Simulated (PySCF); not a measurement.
Level of theory: PBE0 in PySCF with Si def2-TZVP, S def2-TZVP, Cl def2-TZVP; no relativity; density-fitted integrals. Open shells, if any, are unrestricted.

Problem. What shape and geometry does isolated singlet SiSCl₂ take (every ligand bound to Si)?

Solution. Counting electrons, silicon keeps none of its valence electrons outside its bonds, so the VSEPR class is AX3 and the expected shape is trigonal planar; with unlike ligands the computed point group is C2v. The lowest minimum found is a singlet of C2v symmetry with Si–Cl 2.017 Å (×2), Si–S 1.925 Å; Cl–Si–Cl 106.6°, Cl–Si–S 126.7° (×2). Its harmonic wavenumbers are 188 (b2), 195 (a1), 239 (b1), 446 (a1), 618 (b2), 818 (a1) cm⁻¹ and its dipole moment is 1.93 D.

Only a few start shapes were tried, so a lower isomer may exist.
